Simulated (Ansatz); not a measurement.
Reaction (ligand exchange at the Si–N bond): `N[SiH2]N` + `N[Si](O)(F)F` → `N[SiH2]O[Si](N)(F)F` + NH₃

Computed with Ansatz on PBE0-D4/def2-TZVP structures; ΔE is electronic, products minus reactants. CBS: MP2 limit from def2 TZ/QZ plus the TZ coupled-cluster correction, frozen cores. This one scheme is used for every species. DFT in def2-TZVPP. B3LYP here is the variant with VWN-RPA as its local correlation; programs differ in this. One conformer a species, not always the lowest.

| level | ΔE (kJ/mol) |
| --- | --- |
| B3LYP-D4 | -72.0 |
| HF/def2-QZVPP | -70.7 |

**Question.** What does CCSD(T)/CBS give? (An estimate is asked.)

**Answer.** The calculation gave: -67.9 kJ/mol. The listed levels differ from it by -4.1, -2.8 kJ/mol.

Largest T1 diagnostic among the species: 0.011.

The D4 term adds −9.3 kJ/mol with B3LYP and −5.7 kJ/mol with PBE0; it sums over pairs of atoms, weighted by their polarisabilities, and B3LYP, whose exchange is more repulsive, gets the larger term.
